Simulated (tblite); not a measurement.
Compound: C₅H₁₆Si₂.
Atom-mapped SMILES: `[CH3:1][CH2:2][CH2:3][CH2:4][Si@H:5]([CH3:6])[SiH3:7]` (hydrogens: H8, H9, H10 on C1; H11, H12 on C2; H13, H14 on C3; H15, H16 on C4; H17 on Si5; H18, H19, H20 on C6; H21, H22, H23 on Si7)

The geometry is computed with GFN2-xTB (gas phase).

**Question.** List the bond lengths, angles and torsions at this level.

**Answer.** 
```
                     bond  length (Å)   order
                    C1–C2       1.524  single
                    C2–C3       1.527  single
                    C3–C4       1.525  single
                   C4–Si5       1.913  single
                   Si5–C6       1.907  single
                  Si5–Si7       2.316  single
     C1–H8, C1–H9, C1–H10       1.088  single
                   C2–H11       1.093  single
                   C2–H12       1.093  single
                   C3–H13       1.093  single
                   C3–H14       1.092  single
                   C4–H15       1.093  single
                   C4–H16       1.093  single
                  Si5–H17       1.479  single
   C6–H18, C6–H19, C6–H20       1.086  single
Si7–H21, Si7–H22, Si7–H23       1.466  single
```

Bonds in one row agree within 0.01 Å and their mean is given. Orders are formal, as drawn. A selection of angles:
```
      angle  degrees
   C2–C1–H8    110.5
   C2–C1–H9    110.7
   H8–C1–H9    108.5
  H8–C1–H10    108.2
   C1–C2–C3    111.9
  C1–C2–H11    109.4
  C1–C2–H12    109.4
  C3–C2–H11    109.3
  C3–C2–H12    109.2
 H11–C2–H12    107.5
   C2–C3–C4    112.1
  C2–C3–H13    109.0
  C2–C3–H14    109.0
  C4–C3–H13    109.4
  C4–C3–H14    109.6
 H13–C3–H14    107.6
  C3–C4–Si5    114.1
  C3–C4–H15    108.7
  C3–C4–H16    108.7
 Si5–C4–H15    109.8
 Si5–C4–H16    109.1
 H15–C4–H16    106.1
  C4–Si5–C6    108.6
 C4–Si5–Si7    109.9
 C4–Si5–H17    106.9
 C6–Si5–Si7    111.7
 C6–Si5–H17    106.4
Si7–Si5–H17    113.1
 Si5–C6–H18    111.3
 H18–C6–H19    107.6
Si5–Si7–H21    112.5
Si5–Si7–H22    113.4
H21–Si7–H22    105.8
```

Dihedral angles: C1–C2–C3–C4 180° (antiperiplanar); C2–C3–C4–Si5 -178° (antiperiplanar); C3–C4–Si5–C6 -59° (synclinal).

Si7 (SiH3 silicon) is distorted tetrahedral (angles from 105.8° to 113.4°). Of the pairs four or more bonds apart, H12···H16 is among the closest relative to their van der Waals radii: 2.50 Å, 104 % of the sum of Bondi's values. All 3 C–C bonds measure 1.524 to 1.527 Å. Si5 (SiH silicon) is distorted tetrahedral (angles from 106.4° to 113.1°).

Point group: C1 (no symmetry element, even within 0.4 Å). GFN2-xTB frequencies show an imaginary mode (24i cm⁻¹), so the point is no minimum at that level. 3 starts were optimised and ended at 0.00, 0.00 and 0.77 kcal/mol (GFN2-xTB); the lowest of these is shown.

Time: 0.8 s. Hardware: one thread of an Arm Neoverse N1 (shared host). These figures are those of the optimisation.
